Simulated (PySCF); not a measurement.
# Peak assignment

Molfile (atoms numbered from 1):
```
C6H9P
     RDKit          3D

 16 16  0  0  0  0  0  0  0  0999 V2000
   -1.4061   -1.1907    0.5335 C   0  0  0  0  0  0  0  0  0  0  0  0
   -0.1133   -0.5759    0.1053 C   0  0  0  0  0  0  0  0  0  0  0  0
    1.1244   -1.3179    0.1691 C   0  0  0  0  0  0  0  0  0  0  0  0
    2.2166   -0.6256   -0.1991 C   0  0  0  0  0  0  0  0  0  0  0  0
    1.7667    1.0024   -0.8292 P   0  0  0  0  0  0  0  0  0  0  0  0
    0.0471    0.6995   -0.3213 C   0  0  0  0  0  0  0  0  0  0  0  0
   -1.0272    1.7267   -0.4762 C   0  0  0  0  0  0  0  0  0  0  0  0
   -1.5039   -1.1380    1.6187 H   0  0  0  0  0  0  0  0  0  0  0  0
   -2.2527   -0.6718    0.0905 H   0  0  0  0  0  0  0  0  0  0  0  0
   -1.4411   -2.2391    0.2428 H   0  0  0  0  0  0  0  0  0  0  0  0
    1.1422   -2.3414    0.5122 H   0  0  0  0  0  0  0  0  0  0  0  0
    3.2218   -1.0094   -0.2282 H   0  0  0  0  0  0  0  0  0  0  0  0
    2.1326    1.7222    0.3117 H   0  0  0  0  0  0  0  0  0  0  0  0
   -1.4693    1.9646    0.4919 H   0  0  0  0  0  0  0  0  0  0  0  0
   -1.8236    1.3631   -1.1270 H   0  0  0  0  0  0  0  0  0  0  0  0
   -0.6217    2.6401   -0.9060 H   0  0  0  0  0  0  0  0  0  0  0  0
  1  2  1  0
  2  3  1  0
  3  4  2  0
  4  5  1  0
  5  6  1  0
  6  7  1  0
  6  2  2  0
  1  8  1  0
  1  9  1  0
  1 10  1  0
  3 11  1  0
  4 12  1  0
  5 13  1  0
  7 14  1  0
  7 15  1  0
  7 16  1  0
M  END
```

Theory: geometry from GFN2-xTB, shieldings: GIAO PBE0/pcSseg-1, in PySCF 2.14.0 with density-fitted response routines (equivalent nuclei averaged, no relativistic terms, one computed conformer, in vacuum).

Scale: TMS for ¹³C (σref 186.93), ¹H (σref 31.72) (reference shieldings calculated alike).

Q: Assign these signals to the numbered atoms. ¹³C{¹H} NMR (computed): δ 152.5, 151.4, 147.0, 135.4, 16.9, 16.1.

A: 
152.5 → C3, unsaturated ring CH
151.4 → C2, unsaturated ring carbon
147.0 → C6, unsaturated ring carbon
135.4 → C4, unsaturated ring CH
16.9 → C1, methyl carbon on an unsaturated ring: a saturated carbon with 1 carbon neighbour and no heteroatom attached
16.1 → C7, methyl carbon on an unsaturated ring

C3 and C2; C1 and C7 lie closer than the usual error of such a calculation, so a measured spectrum could show them in the other order.

Q: Assign these signals to the numbered atoms. ¹H NMR (400 MHz, computed): δ 7.19 (m, 1H), 6.59 (m, 1H), 5.03 (m, 1H), 2.27 (m, 3H), 2.23 (s, 3H).

A: 
7.19 → H11, hydrogen on a unsaturated ring CH
6.59 → H12, hydrogen on a unsaturated ring CH
5.03 → H13, hydrogen on a ring phosphorus
2.27 → H14/H15/H16, hydrogen on a methyl carbon on an unsaturated ring
2.23 → H8/H9/H10, hydrogen on a methyl carbon on an unsaturated ring

H14/H15/H16 and H8/H9/H10 lie closer than the usual error of such a calculation, so a measured spectrum could show them in the other order.

Splittings by ³¹P in the carbon and heteronuclear signals aren't shown, as no couplings were computed. Shifts are as computed. Against solution values, carbons near 30 ppm lie about +3 ppm off and those near 130 ppm about +5 ppm. Of 1211 compounds with measured shifts, 218 miss one by over three times the rms of a fit or turn the order of signals round; such compounds aren't used in these exercises. No couplings were computed; multiplicities are counted from neighbouring protons, with m where these are inequivalent, close in shift, in a saturated or five-membered ring or joined by F or P, and br s for small geminal =CH2 splittings.
